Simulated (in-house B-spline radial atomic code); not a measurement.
Ionising Nb VII (Nb6+) with different functionals

Computed with a radial B-spline atomic code at the basis-set limit: scalar-relativistic (spin-free X2C) Hamiltonian, Fermi nucleus of rms radius 4.324 fm, spin-polarised at highest spin, spherical fractional occupations for the functionals, and exact exchange of hybrids averaged over the configuration. The ionisation energy is the difference of two self-consistent energies, [Ar] 3d10 4s2 4p5 → [Ar] 3d10 4s2 4p4, without Breit or QED terms; ε is the level of the shell that loses the electron (its least bound occupied spin orbital). There is no spin-orbit coupling in this Hamiltonian.

```tsv
method	rung	ΔSCF (eV)	-ε(4p) (eV)
PBE0	global hybrid	119.71	113.38
B3LYP	global hybrid	119.78	112.93
TPSSh	global hybrid	119.79	112.12
BHandHLYP	global hybrid	119.57	115.52
r2SCAN0	global hybrid	119.91	113.72
B97-1	global hybrid	119.67	112.97
HSE06	range-separated hybrid	119.66	112.90
wB97X	range-separated hybrid	?	?
CAM-B3LYP	range-separated hybrid	119.75	114.89
LC-wPBE	range-separated hybrid	?	?
```

Question: What does wB97X give?

Answer: ΔSCF 119.52 eV, and -ε(4p) = 115.84 eV.

Question: What does LC-wPBE give?

Answer: ΔSCF 119.78 eV, and -ε(4p) = 116.37 eV.

Question: Among the functionals, which spreads more, the ΔSCF values or the orbital energies?

Answer: The orbital energies: ΔSCF values span about 0.39 eV and the orbital energies 4.24 eV; here energy differences depend much less on the functional than eigenvalues do.

Question: How do they compare with the NIST value?

Answer: NIST lists 119.1 eV ± 0.4 (measured, ground level to ground level). Errors run from +0.42 to +0.81 eV; wB97X is closest (+0.42 eV), though others lie within the uncertainty of it, and part of that can be cancellation, since the calculations leave out spin-orbit coupling, Breit-QED terms, multiplet and fine-structure energies.
